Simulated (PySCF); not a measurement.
A calculated (PBE, PySCF 2.14, def2-TZVPPD, the non-relativistic Hamiltonian (point nucleus)) atom or ion has these occupied shells.

```
shell  electrons  orbital energy (eV)  rms radius, mean of both spins (bohr)
 1s α          1              -8151.9                                 0.0635
 1s β          1              -8151.8                                 0.0635
 2s α          1              -993.29                                  0.269
 2s β          1              -991.38                                  0.269
 2p α          3              -870.80                                  0.240
 2p β          3              -869.35                                  0.240
 3s α          1              -138.08                                  0.800
 3s β          1              -134.15                                  0.800
 3p α          3              -100.55                                  0.840
 3p β          3              -96.669                                  0.840
 3d α          5              -38.020                                   1.02
 3d β          2              -35.167                                   1.02
 4p α          1              -18.359                                   2.82
```

(1) Name the element and its charge.

## Answers

(1) Ni²⁺ (nickel, charge +2), in [Ar] 3d7 4p1, one real determinant (an excited configuration).
